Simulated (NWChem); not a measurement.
Species: thionyl fluoride (SOF2); SMILES O=S(F)F

All runs: NWChem. Pople sets run with spherical d functions. All runs use the structure optimised with PBE0/def2-SVP. B3LYP is NWChem's, with the RPA form of VWN correlation. Total energies compare along this basis series because the functional is fixed.

| level | basis functions | energy (Ha) | highest occupied level (eV) | orbital gap (eV) | dipole (D) |
|---|---|---|---|---|---|
| B3LYP/STO-3G | 24 | -664.5134 | -3.30 | 7.36 | 1.67 |
| B3LYP/3-21G | 40 | -669.4790 | -8.54 | 7.53 | 2.08 |
| B3LYP/6-31G* | 60 | -673.0378 | -9.12 | 7.83 | 1.78 |
| B3LYP/6-31+G* | 76 | -673.0651 | -9.73 | 7.65 | 1.94 |
| B3LYP/def2-SVP | 60 | -672.7171 | -9.26 | 7.85 | 1.85 |
| B3LYP/def2-SVPD | 96 | -672.7592 | -9.77 | 7.70 | 1.80 |
| B3LYP/def2-TZVP | 130 | -673.2458 | -9.56 | 7.78 | 1.76 |
| B3LYP/6-311++G** | 96 | -673.1636 | -9.83 | 7.64 | 2.04 |
| B3LYP/aug-cc-pVTZ | 188 | -673.2299 | -9.66 | 7.71 | 1.76 |
